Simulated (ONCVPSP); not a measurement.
**Transferability test, ONCV potential for nickel**

nickel (Ni), optimised norm-conserving Vanderbilt (ONCV), made with ONCVPSP 4.0.1 (LDA (Perdew-Zunger), non-relativistic). Core [Ne], reference 3s2 3p6 3d8 4s2. Waves: 3s+4s: rc 1.50 bohr, ncon 4, nbas 7, qcut 7.5 1/bohr, 2 projectors; 3p: rc 0.85 bohr, ncon 3, nbas 6, qcut 9.5 1/bohr, 1 projector; 3d: rc 1.40 bohr, ncon 4, nbas 8, qcut 10 1/bohr, 2 projectors, debl 2.2 Ha. Local part: polynomial inside 0.65 bohr (lpopt 3, dvloc0 4 Ha). Core correction: Teter function fitted to the true core (icmod 2), fcfact 0.6.

Energies are relative to the spin-unpolarised reference configuration 3s2 3p6 3d8 4s2; without spin polarisation the order of configurations can differ from experiment.

Q: Give the all-electron excitation energy and the error of the potential for: 3s2 3p6 3d8 4s1; 3s2 3p6 3d8 4s0; 3s2 3p6 3d7 4s0; 3s2 3p6 3d8.5 4s1.5.

A:

```csv
valence configuration,charge,ΔE all-electron (eV),error AE − PS (meV)
3s2 3p6 3d8 4s1,+1,9.425,+1.1
3s2 3p6 3d8 4s0,+2,26.796,+5.7
3s2 3p6 3d7 4s0,+3,64.842,+26
3s2 3p6 3d8.5 4s1.5,0,-1.414,+7.4
```

Levels in the configuration 3s2 3p6 3d8.5 4s1.5:

```tsv
level	all-electron (eV)	pseudo (eV)
3s	-104.713	-104.720
3p	-67.861	-67.856
3d	-7.103	-7.123
4s	-5.137	-5.131
```
